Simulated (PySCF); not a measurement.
Compound: C5H8F3O (doublet state).
Numbering: `[CH3:1][CH2:2][CH:3][O:4][CH2:5][C:6]([F:7])([F:8])[F:9]` (hydrogens: H10, H11, H12 on C1; H13, H14 on C2; H15 on C3; H16, H17 on C5)

Cartesian coordinates in Å at the GFN2-xTB level; atoms count from 1:
```
atom  x, y, z in Å
C1    -2.795   -0.146    0.044
C2    -1.605   -0.296    1.011
C3    -0.357    0.287    0.477
O4     0.465   -0.571   -0.228
C5     1.657   -0.039   -0.699
C6     2.701    0.132    0.417
F7     3.876    0.532   -0.098
F8     2.345    1.053    1.320
F9     2.931   -1.002    1.081
H10   -2.581   -0.653   -0.893
H11   -3.688   -0.583    0.483
H12   -2.986    0.904   -0.162
H13   -1.859    0.202    1.950
H14   -1.435   -1.354    1.207
H15   -0.263    1.343    0.271
H16    2.067   -0.745   -1.426
H17    1.521    0.948   -1.166
```

The hyperfine couplings belong to this conformer and change with its torsions.

Computed with UKS B3LYP, pcH-1 on C F H O, non-relativistic, mean-field spin-orbit, GIAO (PySCF). Geometry: GFN2-xTB, one conformer, isolated molecule. A GFN2-xTB geometry isn't a minimum of the functional, and hyperfine couplings can be far from their values at a DFT geometry. The SCF solution wasn't tested for stability.

Task: Break the g tensor into its mass correction, gauge correction and orbital-Zeeman/spin–orbit terms.

Result: 
| Δg (ppm) | 1 | 2 | 3 |
| --- | --- | --- | --- |
| relativistic mass correction | -194 | -194 | -194 |
| gauge correction | -1 | 61 | 44 |
| orbital Zeeman/spin–orbit | -108 | 835 | 1731 |
| total | -303 | 702 | 1581 |

So g = 2.00202, 2.00302, 2.00390 and g_iso = 2.00298; the tensor is rhombic: the two nearest values differ by 47 % of g3 − g1. Axes: g3 points within 5° of the C2–C3 bond.

Task: Average each term over the three axes. Which is largest in size?

Result: The orbital-Zeeman/spin–orbit term 819, the mass correction -194 and the gauge correction 35 ppm, for a total of 660 ppm. The orbital-Zeeman/spin–orbit term is the largest in size. The mass correction is the same along every axis, so the anisotropy comes from the other two: their spans along these axes are 62 (gauge) and 1839 ppm (orbital Zeeman/spin–orbit).

Task: What effective moment and Curie constant follow for a powder?

Result: With the mean of g² = 4.0119 and S(S+1) = 0.75: μ_eff = √(⟨g²⟩S(S+1)) = 1.735 μB and χT = 0.12505·⟨g²⟩·S(S+1) = 0.376 cm³ K/mol (cgs; spin-Hamiltonian part alone).

Task: In a frozen sample, at which fields do the three g values resonate at 9.5, 34, 94 and 263 GHz (hyperfine left aside), and which band first spreads them over more than twice a line width of 0.3 mT?

Result: 
```csv
band,GHz,B(g3) mT,B(g2) mT,B(g1) mT,spread mT
X,9.5,338.72,338.86,339.03,0.32
Q,34.0,1212.25,1212.78,1213.39,1.14
W,94.0,3351.51,3352.98,3354.66,3.15
J,263.0,9377.09,9381.21,9385.91,8.82
```

The spread grows in proportion to the frequency. Q band is the first where it exceeds 0.6 mT.

Largest spin populations (Mulliken): C3 (+0.93), O4 (+0.09) and C2 (-0.07). No atom but C3 exceeds +0.15. The positive populations add up to 1.12 and the negative ones to -0.12, together 2S = 1. The angles at C3 add up to 355.3°, so it is nearly planar; its axial dipolar tensor and the negative coupling of its proton fit spin in a p orbital normal to that plane.

The HOMO–LUMO gaps are 6.03 eV among the α and 7.93 eV among the β orbitals.

The run took 1.9 min wall (with the writing of density and orbital grids) on Arm Neoverse V1, one thread, shared host with 32 logical CPUs at a one-minute load of 64, and the process peaked at 1.0 GiB of memory.
